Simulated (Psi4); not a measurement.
C7H9O, charge +1, singlet, geometry from GFN2-xTB; PBE0/STO-3G (Psi4 1.11).

The Psi4 input:
```
memory 2 GB

molecule mol {
1 1
  C     2.879518    0.205667    0.421664
  C     1.408264    0.100958    0.215973
  C     0.719878    1.099582   -0.471527
  C    -0.644451    1.011042   -0.686288
  C    -1.305231   -0.098103   -0.201796
  O    -2.753556   -0.229070   -0.470449
  C    -0.669329   -1.109292    0.485419
  C     0.696326   -0.999149    0.688334
  H     3.211872   -0.433855    1.233878
  H     3.171359    1.231728    0.630316
  H     3.397338   -0.104583   -0.486074
  H     1.256117    1.958351   -0.843141
  H    -1.167631    1.786954   -1.223692
  H    -3.168758    0.655900   -0.554143
  H    -3.182406   -0.777136    0.221166
  H    -1.210949   -1.967912    0.851561
  H     1.211656   -1.781116    1.223047
}

set basis sto-3g
set reference rks
set scf_type pk
set puream true
set d_convergence 1e-8
set dft_radial_points 99
set dft_spherical_points 590

energy('pbe0')
print_variables()
```

The log (banner, timings and long lists left out):

```
   => Loading Basis Set <=

    Name: STO-3G
    Role: ORBITAL
    Keyword: BASIS

         ---------------------------------------------------------
                                   SCF
               by Justin Turney, Rob Parrish, Andy Simmonett
                          and Daniel G. A. Smith
                              RKS Reference
         ---------------------------------------------------------

  ==> Geometry <==

    Molecular point group: c1
    Full point group: C1

    Geometry (in Angstrom), charge = 1, multiplicity = 1:

       Center              X                  Y                   Z               Mass
    ------------   -----------------  -----------------  -----------------  -----------------
         C            2.911398540420     0.210826447392     0.431220532547    12.000000000000
         C            1.440144540420     0.106117447392     0.225529532547    12.000000000000
         C            0.751758540420     1.104741447392    -0.461970467453    12.000000000000
         C           -0.612570459580     1.016201447392    -0.676731467453    12.000000000000
         C           -1.273350459580    -0.092943552608    -0.192239467453    12.000000000000
         O           -2.721675459580    -0.223910552608    -0.460892467453    15.994914619570
         C           -0.637448459580    -1.104132552608     0.494975532547    12.000000000000
         C            0.728206540420    -0.993989552608     0.697890532547    12.000000000000
         H            3.243752540420    -0.428695552608     1.243434532547     1.007825032230
         H            3.203239540420     1.236887447392     0.639872532547     1.007825032230
         H            3.429218540420    -0.099423552608    -0.476517467453     1.007825032230
         H            1.287997540420     1.963510447392    -0.833584467453     1.007825032230
         H           -1.135750459580     1.792113447392    -1.214135467453     1.007825032230
         H           -3.136877459580     0.661059447392    -0.544586467453     1.007825032230
         H           -3.150525459580    -0.771976552608     0.230722532547     1.007825032230
         H           -1.179068459580    -1.962752552608     0.861117532547     1.007825032230
         H            1.243536540420    -1.775956552608     1.232603532547     1.007825032230

  Running in c1 symmetry.

  Rotational constants: A =      0.18132  B =      0.04719  C =      0.03776 [cm^-1]
[...]
   @RKS iter   7:  -342.44704060218112   -3.48229e-07   4.89855e-06 DIIS
   @RKS iter   8:  -342.44704063573727   -3.35561e-08   9.65997e-07 DIIS
   @RKS iter   9:  -342.44704063694002   -1.20275e-09   4.92742e-07 DIIS
   @RKS iter  10:  -342.44704063727687   -3.36854e-10   6.50632e-08 DIIS
   @RKS iter  11:  -342.44704063728074   -3.86535e-12   3.73304e-08 DIIS
   @RKS iter  12:  -342.44704063728415   -3.41061e-12   2.79362e-09 DIIS
  Energy and wave function converged.

  ==> Post-Iterations <==

   Electrons on quadrature grid:
      Ntotal   =   58.0000029117 ; deviation = 2.912e-06

    Orbital Energies [Eh]
    ---------------------

    Doubly Occupied:

[...]
    Virtual:

[...]
    Final Occupation by Irrep:
              A
    DOCC [    29 ]
    NA   [    29 ]
    NB   [    29 ]

  @RKS Final Energy:  -342.44704063728415

   => Energetics <=

    Nuclear Repulsion Energy =            353.7194554055911908
    One-Electron Energy =               -1153.9911763075328963
    Two-Electron Energy =                 495.1565708604625229
    DFT Exchange-Correlation Energy =     -37.3318905958048930
    Empirical Dispersion Energy =           0.0000000000000000
    VV10 Nonlocal Energy =                  0.0000000000000000
    Total Energy =                       -342.4470406372841467

Computation Completed

Properties will be evaluated at   0.000000,   0.000000,   0.000000 [a0]

Properties computed using the SCF density matrix

 Multipole Moments:

 ------------------------------------------------------------------------------------
     Multipole            Electronic (a.u.)      Nuclear  (a.u.)        Total (a.u.)
 ------------------------------------------------------------------------------------

 L = 1.  Multiply by 2.5417464519 to convert [e a0] to [Debye]
 Dipole X            :         -6.8275763            3.5544839           -3.2730924
 Dipole Y            :         -0.4922270            0.5752485            0.0830215
 Dipole Z            :         -0.9927717            1.0654945            0.0727229
 Magnitude           :                                                    3.2749527

 ------------------------------------------------------------------------------------

  Variable Map:
  ----------------------------------------------------------------------------
[...]
  Array Variable Map:
  ----------------------------------------------------------------------------
[...]
[...]
```
